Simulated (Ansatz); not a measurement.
`C[SiH](O)[Si](O)(O)O` + `[OH][AlH2]` → `O[Si](O)(O)[O][AlH2]` + `C[SiH2]O`  (cleavage of the Si–Si bond)

Program: Ansatz. Geometries: PBE0-D4/def2-TZVP. ΔE: electronic, gas phase. CCSD(T)/CBS is the MP2 limit (def2-TZVPP, def2-QZVPP) plus CCSD(T) − MP2 in def2-TZVPP, frozen cores. This one scheme is used for every species. DFT in def2-TZVPP. B3LYP here is the variant with VWN-RPA as its local correlation; programs differ in this. Each species was taken in one conformer, which may not be the lowest.

(1) Is it downhill or uphill in electronic energy at CCSD(T)/CBS, and by how much? (Estimate.)

(2) What do these levels give: B3LYP-D4, SCS-MP2/def2-TZVPP, CCSD/def2-TZVPP, CCSD(T)/def2-TZVPP, HF/def2-QZVPP, CCSD/CBS(def2)? (Best estimate.)

Largest T1 diagnostic among the species: 0.012.

Answers

(1) Ansatz gave: Downhill: ΔE = -1.64 eV.

(2) The calculation gave: B3LYP-D4 -1.57, SCS-MP2/def2-TZVPP -1.74, CCSD/def2-TZVPP -1.72, CCSD(T)/def2-TZVPP -1.66, HF/def2-QZVPP -2.06, CCSD/CBS(def2) -1.70 eV.

The D4 term adds +0.05 eV with B3LYP and +0.03 eV with PBE0; it sums over pairs of atoms, weighted by their polarisabilities, and B3LYP, whose exchange is more repulsive, gets the larger term. In def2-TZVPP, CCSD(T) changes the Hartree–Fock value by +0.37 eV (the triples alone add +0.06 eV) and MP2 by +0.33 eV.
